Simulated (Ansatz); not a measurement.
System: H3B, singlet: umbrella (inversion) coordinate, bond length relaxed. Scanned: angle between the B-H bonds and the threefold axis (90 = planar). Other coordinates (B-H bond length) were minimised at B3LYP/def2-TZVP.

The free coordinates were minimised at B3LYP/def2-TZVP in PySCF; the energy column is full CI/cc-pVDZ, frozen core run with Ansatz (a program for electronic structure), in kcal/mol.

| a / ° | B-H bond length / Å | E |
|---|---|---|
| 90 | 1.190 | 0.0 |
| 92.36 | 1.190 | 0.3 |
| 96.61 | 1.190 | 2.6 |
| 98.60 | 1.191 | 4.4 |
| 101.60 | 1.192 | 8.1 |
| 104.74 | 1.193 | 13.0 |
| 107.59 | 1.195 | 18.6 |
| 111.35 | 1.198 | 27.4 |
| 113.54 | 1.199 | 33.3 |
| 116.55 | 1.202 | 42.5 |
| 119.40 | 1.205 | 52.2 |
| 122.78 | 1.208 | 65.0 |
| 126.14 | 1.212 | 79.2 |
| 128.41 | 1.215 | 89.7 |
| 132 | 1.219 | 107.7 |
